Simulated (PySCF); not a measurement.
Relaxation of quintet [RhS2]+

Computed with PySCF, UPBE0, basis Rh def2-TZVP with ECP28, S def2-TZVP (scalar-relativistic core potentials, no spin–orbit coupling, density fitting). A (50,194) grid was used.

A hand-made side-on start, of C2v symmetry, held to at least that symmetry:

Coordinates in bohr (charge 1 multiplicity 5):
```
Rh    0.0000    0.0000   -1.5206
S     1.8897    0.0000    2.4471
S    -1.8897    0.0000    2.4471
```

(1) What forces act on the atoms at the start (eV/Å)?

(2) What does it relax to?

(3) How much energy is released, and in how many steps?

## Answers

(1) 
```
atom     Fx    Fy     Fz
 Rh1   0.00  0.00  -1.89
  S2  -0.55  0.00   0.94
  S3   0.55  0.00   0.94
```

(2) It ends at C2v with Rh–S 2.470 Å (×2), S–S 1.948 Å; Rh–S–S 66.8° (×2), S–Rh–S 46.5° (after a last refinement on a finer grid). A frequency run shows a minimum. Other isomers or separated fragments may lie lower.

(3) 15.3 kJ/mol in 4 steps.

With open d or f shells other occupations or spin states may lie lower. At this level a triplet minimum of C2v symmetry lies 99 kJ/mol below this structure.

The relaxation took of the order of 90 core-seconds on a shared host.
